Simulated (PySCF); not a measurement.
**Spin-rotation constants: `CC1=C(C)C[PH](=[Se])C1`, C$_{6}$H$_{11}$PSe**

Geometry (Å), atoms numbered from 1 in this order:
```xyz
19

C     1.984    0.915   -0.349
C     0.705    0.150   -0.248
C    -0.440    0.543    0.306
C    -0.739    1.849    0.967
C    -1.583   -0.442    0.241
P    -0.778   -2.045   -0.157
Se   -1.804   -3.469   -1.268
C     0.708   -1.228   -0.866
H     2.322    0.935   -1.385
H     1.878    1.937    0.000
H     2.758    0.427    0.243
H    -0.974    1.687    2.020
H    -1.610    2.310    0.502
H     0.096    2.538    0.904
H    -2.159   -0.485    1.169
H    -2.278   -0.194   -0.570
H    -0.310   -2.457    1.097
H     1.625   -1.785   -0.659
H     0.588   -1.178   -1.955
```

The calculation used PySCF, GIAO B3LYP/pcSseg-1 magnetisability, rotational g tensor and spin-rotation constants, non-relativistic, gas phase. Geometry: GFN2-xTB.

The calculation is non-relativistic, which matters for the atoms heavier than Zn.

(1) Give the nuclear spin-rotation constants along the inertial axes (H = +C I·J) beside the isotropic shieldings.

(2) How do the rotational constants and the g tensor change when H9, H10, H11, H12, H13, H14, H15, H16, H17, H18, H19 are replaced by deuterium?

## Answers

(1) Rotational constants 2.9585, 0.5457, 0.4782 GHz. A star marks the isotopologue with that one atom substituted, in its own axes.
| atom | isotope | Caa (kHz) | Cbb (kHz) | Ccc (kHz) | mean (kHz) | σ (ppm) |
| --- | --- | --- | --- | --- | --- | --- |
| P6 | 31P | 3.752 | 0.956 | 0.948 | 1.885 | 284.1 |
| H9 | 1H | -0.325 | -0.025 | -0.020 | -0.123 | 30.2 |
| H10 | 1H | 0.013 | -0.042 | -0.054 | -0.028 | 29.6 |
| H11 | 1H | -0.315 | -0.040 | -0.009 | -0.121 | 30.2 |
| H12 | 1H | -0.317 | -0.037 | -0.011 | -0.122 | 30.2 |
| H13 | 1H | -0.325 | -0.028 | -0.018 | -0.123 | 30.2 |
| H14 | 1H | 0.016 | -0.042 | -0.055 | -0.027 | 29.6 |
| H15 | 1H | -0.337 | 0.000 | -0.033 | -0.123 | 29.2 |
| H16 | 1H | -0.311 | -0.050 | 0.006 | -0.118 | 29.2 |
| H17 | 1H | -0.270 | -0.049 | 0.036 | -0.094 | 24.6 |
| H18 | 1H | -0.337 | 0.000 | -0.033 | -0.123 | 29.2 |
| H19 | 1H | -0.311 | -0.050 | 0.006 | -0.118 | 29.2 |
| C1 | 13C* | 0.415 | 0.090 | 0.068 | 0.191 | 163.2 |
| C2 | 13C* | 1.461 | 0.177 | 0.083 | 0.574 | 44.8 |
| C5 | 13C* | 0.453 | 0.122 | 0.107 | 0.228 | 130.3 |
| Se7 | 77Se* | 3.083 | 0.591 | 0.404 | 1.359 | 2159.4 |

For the geometry as given, no vibrational averaging.

(2) Constants 2.3177, 0.4953, 0.4288 GHz; g -0.0146, -0.0061, -0.0029, against -0.0186, -0.0065, -0.0030 before.
